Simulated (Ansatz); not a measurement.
Q: Name a neutral molecule of C, F, N, O, Si and H with HOMO energy (PBE0/def2-TZVPP) between -7.90 and -7.60 eV and size of the dipole moment (ωB97M-V/def2-TZVPP) between 2.95 and 3.25 D (Ansatz, PBE0-D4/def2-TZVP geometry).

A: `N[SiH2]C(O)F` (-7.79 eV, 3.17 D). Other molecules can fit too; these were computed, each in one conformer that needn't be the lowest.
